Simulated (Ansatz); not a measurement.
Calculated with Ansatz (gas phase, PBE0-D4/def2-TZVP geometries, no zero-point term in ΔE). CBS: MP2 limit from def2 TZ/QZ plus the TZ coupled-cluster correction, frozen cores. This one scheme is used for every species, atoms too. Functionals use def2-TZVPP. B3LYP here is the variant with VWN-RPA as its local correlation; programs differ in this. Open shells (•) are unrestricted, without spin–orbit coupling. Spin–orbit coupling would lower the free atoms: a little for C, O; clearly for Ge. Bonds to Ge are less sure, by a few kJ/mol each and by 10 to 20 or more in all where they break to atoms, as the def2 sets lack core-valence functions. Scalar relativity is left out up to krypton. One conformer a species, not always the lowest.

Reaction (atomization): `C[O][Ge][OH]` → C• + Ge• + 4 H• + 2 O•

`C[O][Ge][OH]`:

Z-matrix (Å, degrees):
```
C
O 1 1.412
H 1 1.094 2 109.1
H 1 1.092 2 112.3 3 121.0
H 1 1.094 2 109.1 3 -118.0
Ge 2 1.769 1 128.1 3 -120.1
O 6 1.800 2 97.8 1 0.0
H 7 0.961 6 112.9 2 -179.9
```

Question: What is ΔE at CCSD(T)/CBS? (Best estimate.)

Answer: The calculation gave: +711.3 kcal/mol.

Question: What do these levels give: r2SCAN-D4, B3LYP-D4, r2SCAN, B3LYP, HF/def2-TZVPP, MP2/CBS(def2)? (Best estimate.)

Answer: The calculation gave: r2SCAN-D4 709.0, B3LYP-D4 706.5, r2SCAN 708.2, B3LYP 701.0, HF/def2-TZVPP 482.2, MP2/CBS(def2) 727.8 kcal/mol.

Largest T1 diagnostic among the species: 0.015.

In def2-TZVPP, CCSD(T) changes the Hartree–Fock value by +207.5 kcal/mol (the triples alone add +13.4 kcal/mol) and MP2 by +224.1 kcal/mol; breaking electron pairs costs correlation energy, which Hartree–Fock lacks. From PBE to PBE0 (25 % exact exchange), in def2-TZVPP and without D4, ΔE moves by −22.5 kcal/mol: exact exchange takes away binding that semilocal exchange gives to molecules. The D4 term adds +5.5 kcal/mol with B3LYP and +2.8 kcal/mol with PBE0; it sums over pairs of atoms, weighted by their polarisabilities, and B3LYP, whose exchange is more repulsive, gets the larger term.

For atomizations the MP2-based limit and the directly extrapolated one differ by several kJ/mol either way, and by 10 to 25 for some Ge, Se and Sn compounds, so smaller differences from it don't rank the levels.
